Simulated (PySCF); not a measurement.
Mean polarisability (bohr³) of eight silicon and germanium compounds: PBE beside PBE0, computed with PySCF for isolated molecules in the bases named; differences from unrounded values. The eight are the first of their class met in an unordered collection, after screening for sound electronic states; none was chosen by its value. Each molecule has one DFT geometry for both levels.

| molecule | basis | PBE0 | PBE | difference |
|---|---|---|---|---|
| SiH3Cl, SMILES [SiH3]Cl | def2-TZVPD | 42.6 | 44.2 | 1.6 |
| difluoro(fluoromethyl)silane (CH₃F₃Si), SMILES [SiH](CF)(F)F | def2-TZVP | 35.4 | 37.2 | 1.8 |
| CF6Si, SMILES FC(F)(F)[Si](F)(F)F | def2-TZVP | 34.5 | 36.8 | 2.3 |
| Si(CF3)(Cl)(H)2 (CH2ClF3Si), SMILES FC(F)([SiH2]Cl)F | def2-TZVP | 50.1 | 52.3 | 2.2 |
| C₂H₆ClFOSi, SMILES C[C@H](O)[Si@H](F)Cl | def2-TZVP | 63.2 | 65.9 | 2.8 |
| C4H8OSi, SMILES C[SiH]1CC(=O)C1 | def2-TZVP | 74.2 | 77.2 | 3.1 |
| Si(H)2(OH)(SMe) (CH₆OSSi), SMILES CS[SiH2]O | def2-TZVP | 60.5 | 62.8 | 2.2 |
| Cl₂FH₅Si₃, SMILES F[SiH2][SiH2][SiH](Cl)Cl | def2-TZVP | 105.3 | 109.7 | 4.4 |

PBE lies below PBE0 in 0 and above it in 8 of the eight; the mean signed difference is 2.5 and the largest 4.4 bohr³.
